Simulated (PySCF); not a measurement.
CI2, SMILES I[C]I (connectivity only; charge and spin as stated), neutral, multiplicity 1. Atoms are numbered in the order given.

```xyz
3

C      0.0000     0.0000    -1.1083
I      0.0000     1.7512     0.0627
I      0.0000    -1.7512     0.0627
```
Charge 0, spin multiplicity 1.

The structure is a stationary point at B3LYP-D3(BJ)/def2-TZVP. The def2 effective core potentials stand for the cores of I; spin–orbit coupling is left out.

Computed with TDA-PBE/def2-SVPD (PySCF 2.14.0).

Vertical excitations. Isolated molecule, no solvent. State labels are in the subgroup C2v.

**Question.** Give excitation energies, oscillator strengths and character. (An estimate is asked for; the answer gives what the named calculation found.)

**Answer.** 
| state | symmetry | energy (eV) | λ (nm) | f | main pairs |
|---|---|---|---|---|---|
| S1 | B1 | 1.72 | 720 | 0.000 | HOMO→LUMO 98 % |
| S2 | A2 | 2.13 | 583 | 0.000 | HOMO−1→LUMO 100 % |
| S3 | B2 | 3.39 | 366 | 0.055 | HOMO−2→LUMO 74 %, HOMO−1→LUMO+1 16 % |
| S4 | A1 | 3.44 | 360 | 0.008 | HOMO→LUMO+1 91 % |
| S5 | B1 | 4.07 | 305 | 0.001 | HOMO−3→LUMO 98 % |
| S6 | B2 | 4.29 | 289 | 0.047 | HOMO−1→LUMO+1 77 %, HOMO→LUMO+2 13 % |
| S7 | A2 | 4.58 | 271 | 0.000 | HOMO−2→LUMO+1 99 % |
| S8 | A1 | 5.04 | 246 | 0.004 | HOMO−4→LUMO 61 %, HOMO−3→LUMO+1 26 % |
| S9 | B2 | 5.33 | 233 | 0.411 | HOMO→LUMO+2 65 %, HOMO−5→LUMO+1 11 % |
| S10 | A2 | 5.37 | 231 | 0.000 | HOMO−5→LUMO 99 % |
| T1 | B1 | 0.75 | 1656 | 0 | HOMO→LUMO 99 % |
| T2 | A2 | 1.92 | 645 | 0 | HOMO−1→LUMO 100 % |
| T3 | B2 | 2.33 | 532 | 0 | HOMO−2→LUMO 100 % |
| T4 | A1 | 2.71 | 458 | 0 | HOMO→LUMO+1 99 % |
Triplets are in the Tamm–Dancoff approximation.
